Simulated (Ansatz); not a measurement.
H6O2Si2 (`O[SiH](O)[SiH3]`). Total charge 0; spin multiplicity 1. Geometry: relaxed with PBE0-D4/def2-TZVP. It is one conformer, not always the lowest.

```xyz
10

O    -0.025   -0.455    1.938
Si   -0.124   -0.732    0.316
O     1.254   -1.385   -0.306
Si   -0.437    1.247   -0.900
H     0.604    0.203    2.237
H    -1.256   -1.688    0.208
H     1.499   -2.267   -0.019
H     0.674    2.199   -0.615
H    -1.716    1.895   -0.499
H    -0.475    0.982   -2.362
```

(1) What is the dipole moment at ωB97M-V/def2-TZVPP? (An estimate is asked.)

(2) And with PBE, r2SCAN, B3LYP? (Estimate.)

(3) Give the Mulliken charges with ωB97M-V, B3LYP, PBE in def2-TZVPP. (An estimate is asked.)

## Answers

(1) Ansatz gave: 1.15 D, with components (0.91, -0.41, 0.58) D in this frame, pointing from negative to positive charge.

(2) The calculation gave: PBE 1.19 D, r2SCAN 1.20 D, B3LYP 1.13 D.

(3) Computed: 
| atom | ωB97M-V | B3LYP | PBE |
| --- | --- | --- | --- |
| O1 | -0.37 | -0.39 | -0.34 |
| Si2 | 0.51 | 0.58 | 0.49 |
| O3 | -0.37 | -0.39 | -0.34 |
| Si4 | 0.00 | 0.11 | 0.05 |
| H5 | 0.18 | 0.19 | 0.19 |
| H6 | -0.06 | -0.11 | -0.10 |
| H7 | 0.18 | 0.19 | 0.19 |
| H8 | -0.03 | -0.06 | -0.05 |
| H9 | -0.02 | -0.06 | -0.04 |
| H10 | -0.02 | -0.06 | -0.04 |

B3LYP here is the variant with VWN-RPA as its local correlation; programs differ in this.
